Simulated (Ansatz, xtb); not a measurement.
Diatomic TiCl, multiplicity 4 (the spin of the measured ground state). No spin–orbit coupling. Ti is treated without relativity.

Constants: fifth-degree fit in 1/R to seven points, most abundant isotopes. In def2 and cc sets the state is the lowest found near the PBE0 minimum, followed along R.

Correlated levels freeze the inner cores; with def2 sets outer-core shells near the valence are correlated too.

Run with Ansatz (a first-principles code); xtb for the GFN methods. Values without a source in brackets are computed. The GFN methods have no spin term and hold the electronic entropy of 300 K.

D_e counts from each atom's lowest state at the same level, without counterpoise or zero-point energy.

```json
[
 {"level": "GFN1-xTB", "r_e (Å)": "2.167", "ω_e (cm⁻¹)": "376", "ω_e x_e (cm⁻¹)": "3.6", "D_e (eV)": "-", "dipole (D)": "-"},
 {"level": "SVWN5/def2-TZVPP", "r_e (Å)": "2.186", "ω_e (cm⁻¹)": "436", "ω_e x_e (cm⁻¹)": "1.6", "D_e (eV)": "5.48", "dipole (D)": "3.41"},
 {"level": "PBE/def2-TZVPP", "r_e (Å)": "2.236", "ω_e (cm⁻¹)": "409", "ω_e x_e (cm⁻¹)": "1.5", "D_e (eV)": "4.89", "dipole (D)": "3.68"},
 {"level": "B97M-V/def2-TZVPP", "r_e (Å)": "2.258", "ω_e (cm⁻¹)": "409", "ω_e x_e (cm⁻¹)": "1.5", "D_e (eV)": "4.79", "dipole (D)": "3.97"},
 {"level": "wB97X-V/def2-TZVPP", "r_e (Å)": "2.268", "ω_e (cm⁻¹)": "405", "ω_e x_e (cm⁻¹)": "1.4", "D_e (eV)": "4.66", "dipole (D)": "4.32"},
 {"level": "wB97M-V/def2-TZVPP", "r_e (Å)": "2.269", "ω_e (cm⁻¹)": "[?]", "ω_e x_e (cm⁻¹)": "1.4", "D_e (eV)": "4.49", "dipole (D)": "4.39"},
 {"level": "CCSD/def2-TZVPP", "r_e (Å)": "2.285", "ω_e (cm⁻¹)": "400", "ω_e x_e (cm⁻¹)": "1.3", "D_e (eV)": "4.12", "dipole (D)": "-"},
 {"level": "CCSD(T)/def2-TZVPP", "r_e (Å)": "[?]", "ω_e (cm⁻¹)": "[?]", "ω_e x_e (cm⁻¹)": "1.3", "D_e (eV)": "4.18", "dipole (D)": "-"}
]
```

Q: Some entries are withheld; supply them.

A: 
- CCSD(T)/def2-TZVPP, r_e (Å): 2.274
- CCSD(T)/def2-TZVPP, ω_e (cm⁻¹): 403
- wB97M-V/def2-TZVPP, ω_e (cm⁻¹): 402

Measured for the ground state: r_e 2.265 Å, B_e 0.16255 cm-1, α_e 0.00080418 cm-1 [NIST CCCBDB]. D_0 4.163 ± 0.11 eV (a handbook's tabulated 298 K bond energy less 3RT/2; such tables hold older values) [Luo, bond dissociation energies, CRC Handbook].
